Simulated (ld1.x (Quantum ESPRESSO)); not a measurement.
**Varying the TM potential for rhenium (Re)**

Base potential:

| Property | Result |
| --- | --- |
| Element | Re |
| Generator | ld1.x (Quantum ESPRESSO) 7.5 |
| Type | norm-conserving Troullier–Martins (Kleinman–Bylander form) |
| Functional | PBE |
| Relativity | scalar-relativistic |
| Frozen core | [Kr] 4d10 4f14 |
| Valence charge | 15 |
| Reference configuration | 5s2 5p6 5d5 6s2 6p0 |
| Partial waves | 5s (bound): rc 1.40 bohr; 5p (bound): rc 1.65 bohr; 5d (bound): rc 2.35 bohr |
| Local potential | all-electron potential smoothed inside 1.30 bohr (lloc = -1) |
| Core correction | a·sin(br)/r model core inside 1.05 bohr |

Occupied shells without a wave of their own: 6s. They enter only through the test configuration that unscreens the potential, and ld1.x also counts them in the model core charge.

Cutoffs, loose and tight: the cutoffs (Ry, on a coarse ladder) from which the occupation-weighted sum of valence levels, in a spherical-Bessel basis at the reference potential, stays within 10 and 1 mRy of its value at 400 Ry. They do not see the model core or the augmentation charge, which bear on the density cutoff. Test errors are all-electron minus pseudo excitation energies from the reference, over the configurations 5s2 5p6 5d5 6s1 6p0; 5s2 5p6 5d5 6s0 6p0; 5s2 5p6 5d4 6s0 6p0; 5s2 5p6 5d5.5 6s1.5 6p0; 5s2 5p5 5d5 6s2 6p0; 5s1 5p6 5d5 6s2 6p0; 5s2 5p6 5d5 6s0 6p2. A dash means not determined; rows that change the core or the reference have their own tests. The largest error is taken over the tests solved by every variant that gives reliable tests at all: 5s2 5p6 5d4 6s0 6p0; 5s2 5p6 5d5 6s0 6p0; 5s2 5p6 5d5 6s0 6p2; 5s2 5p6 5d5.5 6s1.5 6p0.

With those shells counted twice in exchange and correlation these files are broken, and their errors move erratically; no question is asked of them.

Cutoffs are not given where the Bessel-basis levels miss the radial ones by over 6 mRy, ghosts where they miss by over 20 mRy; a channel whose overlap is not positive is not tested.

```csv
change,outcome,"cutoff, loose","cutoff, tight",bound ghosts,largest test error (meV)
base,"generated, misses its reference levels by 1.79 eV",90 Ry,140 Ry,none,-9774
wave 5p (bound): rc 1.65 bohr becomes 5p (bound): rc 1.18 bohr,"generated, misses its reference levels by 7.14 eV",–,–,not determined,+17878
wave 5p (bound): rc 1.65 bohr becomes 5p (bound): rc 1.34 bohr,failed: run_pseudo: Errors in PS-KS equation,–,–,–,–
wave 5p (bound): rc 1.65 bohr becomes 5p (bound): rc 1.62 bohr,"generated, misses its reference levels by 1.79 eV",90 Ry,140 Ry,none,-9780
wave 5p (bound): rc 1.65 bohr becomes 5p (bound): rc 1.86 bohr,"generated, misses its reference levels by 1.79 eV",90 Ry,140 Ry,none,-9746
wave 5p (bound): rc 1.65 bohr becomes 5p (bound): rc 2.12 bohr,"generated, misses its reference levels by 1.79 eV",90 Ry,140 Ry,none,-9730
wave 5p (bound): rc 1.65 bohr becomes 5p (bound): rc 2.48 bohr,"generated, misses its reference levels by 1.79 eV",90 Ry,140 Ry,none,"no test is counted, since the test run did not reproduce the reference configuration"
```

Reading the sweep of the p radius (base included, trends over the rows without a ghost): The loose cutoff stays near 90 Ry. The generation fails at 1.34 bohr.
